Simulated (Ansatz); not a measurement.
(LiSH)3 ring (Li₃H₃S₃). Total charge 0; singlet. Geometry r2SCAN-D4/def2-SVP.

```xyz
9

Li    1.432   -0.690   -1.166
S     0.839   -2.414    0.274
Li   -0.628   -1.107    1.514
S    -1.615    0.984    1.742
Li   -0.450    1.920   -0.035
S     1.083    1.533   -1.734
H    -0.079   -3.006   -0.524
H    -2.762    0.711    1.079
H     2.179    2.069   -1.150
```

(1) Estimate the orbital energies around the gap (eV) in Ansatz with HF/STO-3G, revPBE-D4/def2-TZVP, PBE0-D4/def2-SVP, r2SCAN0-D4/def2-TZVP, ωB97X-V/def2-TZVP.

Answers

(1) 
| orbital | HF/STO-3G | revPBE-D4/def2-TZVP | PBE0-D4/def2-SVP | r2SCAN0-D4/def2-TZVP | ωB97X-V/def2-TZVP |
| --- | --- | --- | --- | --- | --- |
| HOMO−9 | -23.02 | -16.64 | -18.83 | -19.40 | -21.84 |
| HOMO−8 | -12.03 | -9.16 | -10.47 | -10.81 | -13.01 |
| HOMO−7 | -11.93 | -9.14 | -10.45 | -10.79 | -12.99 |
| HOMO−6 | -11.85 | -9.10 | -10.41 | -10.75 | -12.93 |
| HOMO−5 | -8.44 | -6.22 | -7.40 | -7.71 | -9.98 |
| HOMO−4 | -8.35 | -6.18 | -7.37 | -7.63 | -9.81 |
| HOMO−3 | -8.14 | -6.15 | -7.32 | -7.60 | -9.79 |
| HOMO−2 | -8.13 | -6.15 | -7.32 | -7.59 | -9.79 |
| HOMO−1 | -7.43 | -5.75 | -6.88 | -7.18 | -9.35 |
| HOMO | -7.36 | -5.73 | -6.85 | -7.16 | -9.32 |
| LUMO | 3.70 | -1.26 | -0.74 | -0.46 | 0.61 |
| LUMO+1 | 4.74 | -0.55 | 0.03 | 0.23 | 1.38 |
| LUMO+2 | 5.14 | -0.43 | 0.03 | 0.45 | 1.38 |
| LUMO+3 | 5.14 | -0.37 | 0.48 | 0.46 | 1.64 |
| LUMO+4 | 6.02 | -0.04 | 0.87 | 0.79 | 2.22 |
| LUMO+5 | 6.03 | 0.31 | 1.40 | 1.20 | 2.56 |
